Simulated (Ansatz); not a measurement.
In₂₀⁺ (relaxed from a model of In20 flat piece, whose bonding it doesn't keep). The state is a doublet with charge 1. Geometry PBE-D4/def2-SVP, loosely relaxed; atoms count from 1.

Cartesian coordinates in Å:
```
In 1.445 -3.332 2.195
In 2.656 -0.555 1.282
In 2.732 -4.102 -0.399
In 0.544 -1.986 -0.874
In 2.840 -3.688 -3.497
In 1.008 -0.900 4.228
In 0.452 1.417 1.451
In -1.006 -1.396 1.709
In 1.671 1.171 -1.345
In 3.903 -1.169 -1.298
In -1.430 1.003 3.819
In -3.194 1.297 1.208
In -1.570 0.070 -0.927
In -0.693 1.721 -3.468
In 1.714 -0.786 -3.613
In -3.818 3.140 3.969
In -1.532 4.006 1.959
In -0.579 3.267 -0.748
In -3.708 2.327 -1.853
In -1.433 -1.505 -3.797
```

In the def2 sets In takes a core potential; there is no spin–orbit coupling. Single mean-field runs in def2-TZVP are fitted with def2-universal-jkfit. The geometry of the charge 1 doublet is only loosely relaxed.

**Question.** Estimate the Mulliken populations from the PBE0/def2-TZVP orbitals of Ansatz.

**Answer.** 
| atom | charge (e) | spin (α − β) |
| --- | --- | --- |
| In1 | 0.06 | 0.13 |
| In2 | -0.02 | 0.04 |
| In3 | 0.11 | 0.11 |
| In4 | -0.08 | -0.01 |
| In5 | 0.23 | 0.09 |
| In6 | 0.14 | -0.02 |
| In7 | -0.01 | 0.02 |
| In8 | -0.09 | -0.02 |
| In9 | -0.02 | -0.01 |
| In10 | 0.03 | -0.03 |
| In11 | 0.00 | 0.10 |
| In12 | -0.09 | 0.18 |
| In13 | 0.00 | 0.08 |
| In14 | 0.01 | 0.09 |
| In15 | 0.00 | 0.02 |
| In16 | 0.25 | 0.07 |
| In17 | 0.10 | 0.03 |
| In18 | -0.03 | 0.01 |
| In19 | 0.22 | 0.06 |
| In20 | 0.18 | 0.06 |
Mulliken values and Mayer orders depend strongly on the basis.

**Question.** Where does the spin sit?

**Answer.** Summed by element: In 1.00, of 1 unpaired in all. Largest on single atoms: In12 0.18, In1 0.13, In3 0.11.

**Question.** And the Mayer bond orders between bonded heavy atoms (over 0.3)?

**Answer.** In1–In2 0.32 (3.16 Å); In1–In3 0.52 (3.00 Å); In1–In6 0.35 (3.20 Å); In1–In8 0.40 (3.16 Å); In2–In7 0.40 (2.96 Å); In2–In10 0.53 (2.93 Å); In3–In4 0.35 (3.08 Å); In3–In5 0.39 (3.13 Å); In3–In10 0.31 (3.28 Å); In4–In8 0.42 (3.07 Å); In4–In13 0.39 (2.95 Å); In4–In15 0.30 (3.21 Å); In5–In15 0.39 (3.12 Å); In6–In11 0.40 (3.12 Å); In7–In9 0.37 (3.06 Å); In7–In11 0.35 (3.05 Å); In7–In18 0.33 (3.05 Å); In8–In11 0.34 (3.22 Å); In8–In13 0.34 (3.07 Å); In9–In10 0.32 (3.23 Å); In9–In15 0.39 (3.00 Å); In9–In18 0.37 (3.13 Å); In10–In15 0.32 (3.21 Å); In11–In12 0.32 (3.16 Å); In11–In16 0.35 (3.21 Å); In12–In13 0.31 (2.95 Å); In12–In16 0.31 (3.38 Å); In12–In19 0.38 (3.27 Å); In13–In20 0.31 (3.28 Å); In14–In18 0.36 (3.13 Å); In14–In20 0.32 (3.33 Å); In15–In20 0.34 (3.23 Å); In16–In17 0.40 (3.16 Å); In17–In18 0.55 (2.96 Å).
